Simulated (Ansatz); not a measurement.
Relaxation of AlFH9N3 (14 atoms, charge 0, multiplicity 1), to a largest force component of 0.03 eV/Å in at most 50 steps.

These are results of Ansatz 0.2.0, RHF/def2-SVP, not measurements.

```xyz
14
Properties=species:S:1:pos:R:3:forces:R:3
Al -0.438 -1.211 -0.372 1.29 0.68 -0.73
H -0.391 1.139 1.188 -1.80 -0.74 1.25
N -2.016 -0.850 -1.053 0.02 -0.02 0.01
N -0.117 -2.325 0.948 -0.01 0.02 -0.03
H 1.770 1.503 -0.668 0.05 0.28 0.12
F 0.927 -0.459 -1.111 -1.29 -0.71 0.70
H 0.153 1.370 0.815 1.50 0.60 -1.05
N 1.937 2.415 -0.266 0.25 -0.08 -0.29
H -2.886 -1.248 -0.760 -0.03 0.00 0.01
H -2.171 -0.220 -1.817 0.00 0.01 -0.02
H 0.798 -2.553 1.285 0.02 0.00 0.01
H -0.806 -2.839 1.461 -0.02 -0.02 0.02
H 1.106 2.969 -0.361 0.00 0.00 -0.01
H 2.134 2.308 0.712 0.01 0.00 -0.01
```

Q: Where does it end, and by what steps?

A: It converged. The force dipped under the threshold on the way, but the program's further checks kept it going. After 17 steps the energy has fallen by 0.218 eV; H2 moved furthest, 1.04 Å.

```csv
step,energy less start (eV),largest force component (eV/Å),accepted
0,0.0000,1.797,yes
1,-0.1530,0.786,yes
2,-0.1899,0.444,yes
3,-0.2057,0.138,yes
4,-0.2096,0.160,yes
5,-0.2115,0.178,yes
6,-0.2134,0.162,yes
7,-0.2151,0.093,yes
8,-0.2162,0.084,yes
9,-0.2169,0.081,yes
10,-0.2175,0.038,yes
11,-0.2178,0.027,yes
12,-0.2179,0.054,yes
13,-0.2181,0.062,yes
14,-0.2182,0.037,yes
15,-0.2182,0.020,yes
16,-0.2183,0.021,yes
17,-0.2183,0.024,yes
```

```xyz
14
Properties=species:S:1:pos:R:3
Al -0.627 -1.321 -0.311
H -0.574 1.851 1.919
N -2.144 -1.201 -1.193
N -0.208 -2.604 0.814
H 1.881 1.673 -0.687
F 0.499 -0.124 -0.561
H -0.110 1.707 1.352
N 2.349 2.552 -0.539
H -2.910 -1.843 -1.136
H -2.363 -0.467 -1.839
H 0.665 -2.663 1.303
H -0.789 -3.381 1.064
H 1.648 3.271 -0.597
H 2.684 2.550 0.410
```

The run took 20 s on 2 threads of AMD EPYC 9R14 (Zen 4), with other jobs on the host, peak memory 0.28 GiB.
